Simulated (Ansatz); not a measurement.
Relaxation of a periodic cell of 14 atoms, AgH$_{8}$O$_{4}$F (contents 4 H2O + 1 Ag + 1 F, density as packed 2.01 g/cm³ with natural masses), to a largest force component of 0.3 eV/Å in at most 15 steps.

These are results of DFT PBE-D3(BJ), scalar-relativistic, plane waves, PAW in Ansatz, not measurements. Settings: accuracy low, cutoff 420 eV, k mesh 1x1x1, fermi-dirac smearing 0.02 eV, no spin polarisation.

```xyz
14
Lattice="5.4737 0.0000 0.0000 0.0000 5.4737 0.0000 0.0000 0.0000 5.4737" Properties=species:S:1:pos:R:3
O 0.111 2.724 2.100
H 0.624 2.526 1.302
H -0.725 3.077 1.759
O 0.826 4.729 3.596
H 0.428 5.437 3.068
H 1.546 4.399 3.038
O 3.051 1.886 1.972
H 3.154 2.642 1.376
H 2.578 1.230 1.439
O 3.141 1.413 5.025
H 3.147 2.173 4.425
H 3.069 0.649 4.434
Ag 5.092 5.469 0.858
F 3.718 3.891 3.281
```

**Question.** Where does it end, and by what steps?

**Answer.** It converged. The threshold is loose, so the end isn't yet a minimum. Limits of this set-up: coarse k mesh, low accuracy level. After 13 steps the energy has fallen by 4.609 eV; Ag13 moved furthest, 1.50 Å. Joined: O7–Ag13, Ag13–F14.

```
step  energy less start (eV)  largest force component (eV/Å)  accepted
   0                  0.0000                           1.038       yes
   1                 -0.9134                           0.925       yes
   2                 -1.6661                           1.317       yes
   3                 -2.2261                           1.078       yes
   4                 -2.6862                           0.975       yes
   5                 -3.0363                           1.132       yes
   6                 -3.2588                           1.225       yes
   7                 -3.4493                           0.946       yes
   8                 -3.6582                           0.530       yes
   9                 -3.8511                           0.578       yes
  10                 -4.0606                           0.769       yes
  11                 -4.2832                           0.848       yes
  12                 -4.4755                           0.424       yes
  13                 -4.6086                           0.209       yes
```

```xyz
14
Lattice="5.4737 0.0000 0.0000 0.0000 5.4737 0.0000 0.0000 0.0000 5.4737" Properties=species:S:1:pos:R:3
O 0.213 2.527 1.047
H 0.387 2.922 0.174
H -0.352 3.218 1.553
O 1.407 4.662 4.141
H 0.539 5.009 3.856
H 1.705 4.073 3.418
O 2.463 2.172 2.482
H 3.043 2.977 2.325
H 1.652 2.275 1.908
O 3.867 0.599 4.536
H 3.757 1.475 4.126
H 3.001 0.175 4.307
Ag 3.883 6.123 1.451
F 4.196 4.036 2.348
```

Whether the end is a true minimum wasn't checked by a vibrational analysis.

Run time: 18 s on 1 thread of Arm Neoverse V1, on a shared host, peak memory 0.32 GiB.
